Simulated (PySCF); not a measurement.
C2H4BNO2, SMILES OB1C=NCO1.

Coordinates come from a B3LYP-D3(BJ)/def2-SVP optimisation. This is a generated structure with no PubChem entry under its InChIKey; it may be hypothetical. The values are those of a single conformer.

These are B3LYP-D3(BJ)/def2-SVP in PySCF values and carry that method's errors.

No scaling factor is applied to the harmonic values.

### Question
Give all harmonic wavenumbers and intensities. (Estimate from the structure and the level; the computed values follow.)

### Answer

```csv
mode,ν (cm⁻¹),IR (km/mol),Raman (Å⁴/amu),depolarisation,moving atoms (share of kinetic energy)
1,198,1.9,1.4,0.75,"O 47 %, H 20 %, C 19 %, B 9 %"
2,357,11.4,1.4,0.74,"O 49 %, H 18 %, C 16 %, B 12 %"
3,375,5.6,0.5,0.75,"H 38 %, N 31 %, C 17 %"
4,544,112.1,1.3,0.75,H 82 %
5,598,5.9,4.7,0.31,"O 52 %, C 18 %, B 12 %, N 10 %, H 8 %"
6,661,49.5,1.5,0.75,"B 59 %, H 20 %, O 16 %"
7,779,6.9,5.6,0.61,"O 42 %, N 35 %, C 17 %"
8,877,10.2,3.7,0.07,"C 44 %, H 24 %, O 19 %, N 13 %"
9,908,5.5,3.3,0.75,"H 64 %, C 27 %"
10,957,224.0,0.4,0.48,"H 53 %, O 23 %, C 18 %"
11,991,17.4,2.9,0.16,"C 54 %, N 24 %, H 17 %"
12,1073,12.3,1.0,0.65,"O 43 %, C 40 %, H 16 %"
13,1077,11.4,0.8,0.75,"H 60 %, C 31 %"
14,1221,0.1,8.2,0.75,H 95 %
15,1227,64.5,13.4,0.59,"H 55 %, B 33 %"
16,1309,32.5,7.9,0.67,"H 59 %, C 20 %, N 12 %"
17,1387,37.1,7.5,0.42,"H 49 %, B 23 %, C 16 %, O 12 %"
18,1454,35.0,35.5,0.48,H 84 %
19,1527,407.2,1.5,0.61,"B 65 %, O 19 %, H 10 %"
20,1653,6.8,15.7,0.12,"C 52 %, N 42 %"
21,3040,27.0,215.2,0.11,H 95 %
22,3086,13.3,134.0,0.75,"H 90 %, C 10 %"
23,3147,17.4,140.4,0.29,"H 91 %, C 9 %"
24,3838,87.8,122.5,0.28,H 94 %
```
